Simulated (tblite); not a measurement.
Compound: C7H14 (charge +1 and doublet state).
Z-matrix (Å and degrees, GFN2-xTB geometry), rows numbered from 1:
```
C 
C   1  1.4589
C   2  1.3818  1  127.61
C   3  1.4704  2  119.72  1  -179.93
C   3  1.4809  2  121.21  1    -0.06
C   5  1.5169  3  117.19  2   179.79
C   6  1.5189  5  112.68  3  -179.58
H   1  1.0955  2  109.31  3   124.52
H   1  1.0849  2  114.88  3     0.69
H   1  1.0959  2  109.23  3  -122.98
H   2  1.0837  1  115.15  3   179.82
H   4  1.0939  3  110.22  2   122.62
H   4  1.0859  3  112.75  2     0.21
H   4  1.0941  3  110.34  2  -122.19
H   5  1.0993  3  108.51  2    55.74
H   5  1.0995  3  108.35  2   -56.33
H   6  1.0960  5  109.88  3    58.62
H   6  1.0959  5  109.96  3   -57.72
H   7  1.0884  6  111.27  5    61.33
H   7  1.0858  6  110.17  5  -178.92
H   7  1.0881  6  111.35  5   -58.99
```

All values are computed: GFN2-xTB (tblite) harmonic vibrations without scaling, gas phase. Against measured fundamentals such values can be off by several per cent, at times by over 20. One conformer, not necessarily the lowest. Open shells enter through the occupations alone, without spin polarisation, and single modes of such species can be off by tens of per cent.

Harmonic wavenumbers (cm⁻¹): 68.9, 99.1, 138.2, 153.3, 159.1, 198.9, 208.5, 281.7, 350.1, 407.9, 466.5, 521.7, 685.7, 756.0, 802.2, 826.9, 901.1, 937.3, 940.8, 993.4, 1017.5, 1025.4, 1087.8, 1120.6, 1135.2, 1169.5, 1183.6, 1230.4, 1251.3, 1314.6, 1322.5, 1329.9, 1340.9, 1366.3, 1381.7, 1390.1, 1399.4, 1416.8, 1435.5, 1444.4, 1460.0, 1471.6, 1535.7, 2868.5, 2908.1, 2911.4, 2919.6, 2940.1, 2941.3, 2961.9, 2975.3, 3028.2, 3035.7, 3051.6, 3069.3, 3070.2, 3079.5.

A = 4059, B = 1425, C = 1089 MHz; mass 98.110 u (most abundant isotopes); point group Cs, symmetry number 1; spin multiplicity 2.

Task: Zero-point energy?

Result: ½Σν̃ = 40744 cm⁻¹ = 487.41 kJ/mol.

Task: What is S at 298.15 K and 1 bar for an ideal gas of classical rigid rotors and harmonic oscillators?

Result: Translation 166.05, rotation 118.51, vibration 113.21, spin (R ln 2) 5.76: S = 403.5 J/(mol K).

Task: And Cp and H(298.15 K) − H(0)?

Result: Cp = 154.59 J/(mol K), of which vibrations give 121.34 (their classical limit is 57 R = 473.9); H(298.15 K) − H(0) = 28.27 kJ/mol without the zero-point energy, 18.36 from vibrations.

Task: How do the functions run with temperature in this model?

Result: 
| T (K) | S (J/(mol K)) | Cp (J/(mol K)) | H − H(0) (kJ/mol) | G − H(0) (kJ/mol) | ln q(vib) |
| --- | --- | --- | --- | --- | --- |
| 50 | 238.9 | 52.0 | 1.96 | -9.99 | 0.26 |
| 100 | 283.9 | 79.1 | 5.28 | -23.11 | 1.25 |
| 373.15 | 441.7 | 187.2 | 41.09 | -123.75 | 8.07 |
| 500 | 503.8 | 238.2 | 68.15 | -183.75 | 11.21 |
| 750 | 615.7 | 313.4 | 137.75 | -323.99 | 17.35 |
| 1000 | 713.3 | 364.5 | 222.88 | -490.38 | 23.22 |

q(vib) and H(0) count from the zero-point level.

Task: Blend soft modes into free rotors: weight 1/[1 + (100 cm⁻¹/ν̃)⁴] for the oscillator and the rest for a rotor with moment μB/(μ + B), μ = h/(8π²ν), B = 10⁻⁴⁴ kg m². What vibrational entropy results?

Result: 108.22 J/(mol K) in place of 113.21, which changes −T·S at 298.15 K by +1.49 kJ/mol.

Hindered rotation and anharmonicity are outside this model. Other conformers, if any are populated, would add a mixing term that is left out.
